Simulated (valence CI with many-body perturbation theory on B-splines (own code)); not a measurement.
## E1 line list for Mo³⁵⁺

Calculated by configuration interaction combined with many-body perturbation theory (CI+MBPT): five valence electrons over a frozen Dirac-Fock core [He], a basis of 9 s, 9 p, 8 d, 6 f, 3 g, 1 h functions for each j, with the one-electron correlation potential Σ1 (screened to all orders), the two-electron term Σ2, the three-electron term Σ3, Breit, model QED; selected single and double excitations, second order for the rest (own B-spline code, finite nucleus).

No measured spectrum was set against this ion. As an estimate, large intervals hold to a few tenths of a per cent, small ones and those within an open d or f shell to about a per cent. Among the levels kept, up to 2000 cm⁻¹ of a level comes from second order outside the variational space, and about a tenth of that is noise between levels of different J, which matters for small intervals.

Lines 151 to 200 of 254 in falling wavelength, among levels below 222.07 Ry, chosen from the strongest by gf and those to the six lowest levels. Wavelengths and rates use the calculated energies. Electric multipoles are in the length gauge, E1 and E2 with the static RPA response of the core. Weak lines are less certain than strong ones. Lines between different terms over intervals too small for the method are left out, as are lines whose strength nearly cancels. The highest levels of a list are the least certain.

Levels are named by their leading jj configuration (3d3/2^4 stands for four electrons in 3d with j = 3/2), which in mixed levels can hold well under half, so a name can repeat and another be missing. Letters in brackets count levels of one name in rising energy.

```
λ vac (nm)                               Upper                       Lower   A (s⁻¹)  log gf  Branch %
    0.4612          (2s^2 2p1/2^2 3d5/2) J=5/2  (2s^2 2p1/2 2p3/2^2) J=5/2  3.84e+11   -2.13       0.4
    0.4611          (2s^2 2p1/2^2 3d3/2) J=3/2  (2s^2 2p1/2 2p3/2^2) J=3/2  7.03e+11   -2.05       3.2
    0.4607  (2s^2 2p1/2 2p3/2 3d5/2) J=3/2 [b]        (2s^2 2p3/2^3) J=3/2  4.69e+11   -2.22       0.4
    0.4602      (2s^2 2p1/2 2p3/2 3d5/2) J=1/2        (2s^2 2p3/2^3) J=3/2  2.09e+12   -1.88       1.6
    0.4585          (2s^2 2p1/2^2 3d5/2) J=5/2  (2s^2 2p1/2 2p3/2^2) J=3/2  3.21e+11   -2.22       0.3
    0.4538         (2s 2p1/2 2p3/2^2 3s) J=5/2  (2s 2p1/2^2 2p3/2^2) J=5/2  8.59e+12   -0.80      76.7
    0.4525      (2s^2 2p3/2^2 3p3/2) J=3/2 [b]  (2s 2p1/2^2 2p3/2^2) J=5/2  2.08e+11   -2.59       7.9
    0.4515         (2s 2p1/2 2p3/2^2 3s) J=3/2  (2s 2p1/2^2 2p3/2^2) J=5/2  2.49e+12   -1.52      14.9
    0.4513             (2s^2 2p3/2^2 3s) J=3/2  (2s^2 2p1/2 2p3/2^2) J=1/2  1.52e+11   -2.73       0.6
    0.4502  (2s^2 2p1/2 2p3/2 3d3/2) J=3/2 [a]  (2s^2 2p1/2 2p3/2^2) J=1/2  4.06e+12   -1.31      10.3
    0.4502     (2s^2 2p1/2 2p3/2 3s) J=3/2 [a]  (2s^2 2p1/2^2 2p3/2) J=3/2  4.66e+12   -1.25      38.5
    0.4499  (2s^2 2p1/2 2p3/2 3d3/2) J=1/2 [a]  (2s^2 2p1/2 2p3/2^2) J=1/2  5.66e+12   -1.46      28.4
    0.4499         (2s 2p1/2 2p3/2^2 3s) J=7/2  (2s 2p1/2^2 2p3/2^2) J=5/2  1.91e+13   -0.33      91.7
    0.4493         (2s^2 2p1/2 2p3/2 3s) J=1/2  (2s^2 2p1/2^2 2p3/2) J=3/2  3.42e+12   -1.68      13.8
    0.4487      (2s 2p1/2^2 2p3/2 3d3/2) J=5/2  (2s 2p1/2^2 2p3/2^2) J=5/2  9.01e+12   -0.79      92.2
    0.4487             (2s^2 2p3/2^2 3s) J=5/2  (2s^2 2p1/2 2p3/2^2) J=5/2  8.45e+12   -0.82      37.5
    0.4486      (2s 2p1/2^2 2p3/2 3d3/2) J=3/2  (2s 2p1/2^2 2p3/2^2) J=5/2  1.35e+13   -0.79      81.2
    0.4485      (2s 2p1/2^2 2p3/2 3d3/2) J=7/2  (2s 2p1/2^2 2p3/2^2) J=5/2  1.05e+12   -1.60      83.7
    0.4481         (2s^2 2p1/2 2p3/2 3s) J=5/2  (2s^2 2p1/2^2 2p3/2) J=3/2  1.06e+13   -0.72      59.3
    0.4479             (2s^2 2p3/2^2 3s) J=3/2  (2s^2 2p1/2 2p3/2^2) J=5/2  6.37e+12   -1.12      24.0
    0.4477  (2s^2 2p1/2 2p3/2 3d5/2) J=3/2 [a]  (2s^2 2p1/2 2p3/2^2) J=1/2  3.67e+12   -1.36       5.0
    0.4475     (2s^2 2p1/2 2p3/2 3s) J=3/2 [b]  (2s^2 2p1/2^2 2p3/2) J=3/2  2.17e+12   -1.58       9.3
    0.4471             (2s^2 2p3/2^2 3s) J=1/2  (2s^2 2p1/2 2p3/2^2) J=1/2  2.11e+13   -0.90      67.9
    0.4468  (2s^2 2p1/2 2p3/2 3d3/2) J=3/2 [a]  (2s^2 2p1/2 2p3/2^2) J=5/2  4.17e+12   -1.30      10.6
    0.4466  (2s^2 2p1/2 2p3/2 3d3/2) J=5/2 [a]  (2s^2 2p1/2 2p3/2^2) J=5/2  2.71e+12   -1.31      14.9
    0.4463  (2s^2 2p1/2 2p3/2 3d3/2) J=3/2 [b]  (2s^2 2p1/2 2p3/2^2) J=1/2  7.82e+12   -1.03       4.2
    0.4462             (2s^2 2p3/2^2 3s) J=5/2  (2s^2 2p1/2 2p3/2^2) J=3/2  1.14e+13   -0.69      50.5
    0.4459  (2s^2 2p1/2 2p3/2 3d3/2) J=1/2 [b]  (2s^2 2p1/2 2p3/2^2) J=1/2  1.98e+12   -1.93       1.1
    0.4457  (2s^2 2p1/2 2p3/2 3d5/2) J=7/2 [a]  (2s^2 2p1/2 2p3/2^2) J=5/2  4.33e+12   -0.99      99.8
    0.4453             (2s^2 2p3/2^2 3s) J=3/2  (2s^2 2p1/2 2p3/2^2) J=3/2  2.06e+12   -1.61       7.8
    0.4453          (2s^2 2p3/2^2 3d3/2) J=3/2        (2s^2 2p3/2^3) J=3/2  1.21e+11   -2.84       0.1
    0.4452          (2s^2 2p3/2^2 3d3/2) J=5/2        (2s^2 2p3/2^3) J=3/2  9.44e+11   -1.77       0.7
    0.4451          (2s^2 2p3/2^2 3d3/2) J=1/2        (2s^2 2p3/2^3) J=3/2  3.00e+11   -2.75       0.4
    0.4448          (2s^2 2p1/2^2 3d3/2) J=3/2  (2s^2 2p1/2^2 2p3/2) J=3/2  2.14e+13   -0.60      96.1
    0.4445  (2s^2 2p1/2 2p3/2 3d5/2) J=5/2 [a]  (2s^2 2p1/2 2p3/2^2) J=5/2  3.36e+12   -1.22       2.8
    0.4444  (2s^2 2p1/2 2p3/2 3d5/2) J=3/2 [b]  (2s^2 2p1/2 2p3/2^2) J=1/2  1.11e+14    0.12      87.4
    0.4443  (2s^2 2p1/2 2p3/2 3d3/2) J=3/2 [a]  (2s^2 2p1/2 2p3/2^2) J=3/2  3.94e+12   -1.33      10.0
    0.4440  (2s^2 2p1/2 2p3/2 3d3/2) J=5/2 [a]  (2s^2 2p1/2 2p3/2^2) J=3/2  1.62e+11   -2.54       0.9
    0.4439  (2s^2 2p1/2 2p3/2 3d3/2) J=1/2 [a]  (2s^2 2p1/2 2p3/2^2) J=3/2  1.02e+13   -1.22      51.4
    0.4439      (2s^2 2p1/2 2p3/2 3d5/2) J=1/2  (2s^2 2p1/2 2p3/2^2) J=1/2  1.21e+14   -0.15      91.7
    0.4431  (2s 2p1/2^2 2p3/2 3p1/2) J=3/2 [a]  (2s^2 2p1/2 2p3/2^2) J=1/2  4.22e+11   -2.30      14.1
    0.4431  (2s^2 2p1/2 2p3/2 3d3/2) J=5/2 [b]  (2s^2 2p1/2 2p3/2^2) J=5/2  4.25e+13   -0.12      28.8
    0.4429  (2s^2 2p1/2 2p3/2 3d3/2) J=3/2 [b]  (2s^2 2p1/2 2p3/2^2) J=5/2  2.05e+13   -0.62      11.0
    0.4423          (2s^2 2p1/2^2 3d5/2) J=5/2  (2s^2 2p1/2^2 2p3/2) J=3/2  9.49e+13    0.22      99.2
    0.4420  (2s^2 2p1/2 2p3/2 3d5/2) J=5/2 [a]  (2s^2 2p1/2 2p3/2^2) J=3/2  4.39e+13   -0.11      36.9
    0.4418  (2s^2 2p1/2 2p3/2 3d5/2) J=3/2 [a]  (2s^2 2p1/2 2p3/2^2) J=3/2  5.90e+13   -0.16      80.6
    0.4417  (2s^2 2p1/2 2p3/2 3d5/2) J=5/2 [b]  (2s^2 2p1/2 2p3/2^2) J=5/2  4.97e+13   -0.06      25.1
    0.4413             (2s^2 2p3/2^2 3s) J=1/2  (2s^2 2p1/2 2p3/2^2) J=3/2  4.90e+11   -2.54       1.6
    0.4412  (2s^2 2p1/2 2p3/2 3d5/2) J=7/2 [b]  (2s^2 2p1/2 2p3/2^2) J=5/2  1.78e+14    0.62     100.0
    0.4411  (2s^2 2p1/2 2p3/2 3d5/2) J=3/2 [b]  (2s^2 2p1/2 2p3/2^2) J=5/2  1.13e+13   -0.88       8.9
```
